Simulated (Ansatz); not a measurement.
Reaction (atomization): `[CH3][Ga]([CH3])[SeH]` → 2 C• + Ga• + 7 H• + Se•

Computed with Ansatz on PBE0-D4/def2-TZVP structures; ΔE is electronic, products minus reactants. CCSD(T)/CBS is the MP2 limit (def2-TZVPP, def2-QZVPP) plus CCSD(T) − MP2 in def2-TZVPP, frozen cores. This one scheme is used for every species, atoms too. Functionals use def2-TZVPP. B3LYP here is the variant with VWN-RPA as its local correlation; programs differ in this. Open shells (•) are unrestricted, without spin–orbit coupling. Spin–orbit coupling would lower the free atoms: a little for C; clearly for Ga, Se. Bonds to Ga, Se are less sure, by a few kJ/mol each and by 10 to 20 or more in all where they break to atoms, as the def2 sets lack core-valence functions. Scalar relativity is left out up to krypton. One conformer a species, not always the lowest.

```
             level  ΔE (kJ/mol)  difference from CCSD(T)/CBS
         revPBE-D4       3651.6                        -65.7
         r2SCAN-D4       3716.5                         -0.8
        r2SCANh-D4       3702.6                        -14.7
            B2PLYP       3654.7                        -62.6
             B3LYP       3647.7                        -69.6
             BHLYP       3586.4                       -130.9
  CCSD(T)/def2-SVP       3520.8                       -196.5
SCS-MP2/def2-TZVPP       3650.2                        -67.1
   CCSD/def2-TZVPP       3595.4                       -121.9
CCSD(T)/def2-TZVPP       3641.5                        -75.8
       CCSD(T)/CBS       3717.3                            0
```

Largest T1 diagnostic among the species: 0.013.

In def2-TZVPP, CCSD(T) changes the Hartree–Fock value by +878.9 kJ/mol (the triples alone add +46.1 kJ/mol) and MP2 by +899.9 kJ/mol; breaking electron pairs costs correlation energy, which Hartree–Fock lacks. From BLYP to BHLYP (50 % exact exchange), in def2-TZVPP and without D4, ΔE moves by −19.8 kJ/mol: exact exchange takes away binding that semilocal exchange gives to molecules.

For atomizations the MP2-based limit and the directly extrapolated one differ by several kJ/mol either way, and by 10 to 25 for some Ge, Se and Sn compounds, so smaller differences from it don't rank the levels.
